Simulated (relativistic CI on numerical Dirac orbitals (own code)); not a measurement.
**Hyperfine structure of Cd XXXII, mass number 111**

Method of calculation: Dirac-Coulomb-Breit CI, KLI orbitals optimised for each configuration, QED by a radiative potential, unscaled Slater integrals (own radial code, finite nucleus).

CI space (outside the closed core [Ne]): 3s2.3p5, 3s.3p6, 3s2.3p4.3d, 3s.3p5.3d, 3p6.3d, 3s.3p4.3d2, 3s2.3p3.3d.4p, 3p6.4s, 3s.3p4.3d.4s, 3s2.3p4.4s, 3p6.4p, 3s2.3p4.4p, 3s2.3p3.3d2, 3s2.3p2.3d3, 3s.3p3.3d3, 3s2.3p2.3d2.4s, 3s2.3p2.3d2.4p. Double excitations out of closed p, d and f shells are left out; levels of such configurations are missing from the list, as are those of other unlisted configurations, and high levels can miss mixing partners.

Nuclear spin I = 1/2, μ = -0.594 μN (tables of Stone and Pyykkö). The electronic factors are computed for point nuclear moments, without core polarisation or the Bohr-Weisskopf and QED corrections.

```tsv
Level	E (cm⁻¹)	A (GHz)
3s2.3p5 2P°_3/2	0	-53.32
3s2.3p5 2P°_1/2	356160	-323.2
3s2.3p4.3d 4D_5/2	1081584	-38.79
3s2.3p4.3d 2P_1/2	1113612	-125.2
3s2.3p4.3d 2F_7/2	1167423	-31.54
3s2.3p4.3d 4F_9/2	1178635	-29.95
3s2.3p4.3d 2D_3/2	1192634	-27.98
3s2.3p4.3d 4P_1/2	1289414	-246.5
```

Levels with J = 0, under 50 % of one LS term, or S terms without an open s electron are left out. Small factors come from cancelling terms and can be off by tens of per cent or more.

At this charge energies of transitions that change n are usually good to better than 1 %, and those within a shell (Δn = 0) to a few per cent.

Problem. Give the hyperfine levels of 3s2.3p5 2P°_1/2 relative to its centre of gravity.

Solution. With K = F(F + 1) − I(I + 1) − J(J + 1), E = AK/2: F = 0: 242.4, F = 1: -80.8 GHz.

LS names give the leading component of a level, which can be under half, so a name can repeat, a term be missing and a line seem to break the LS rules.
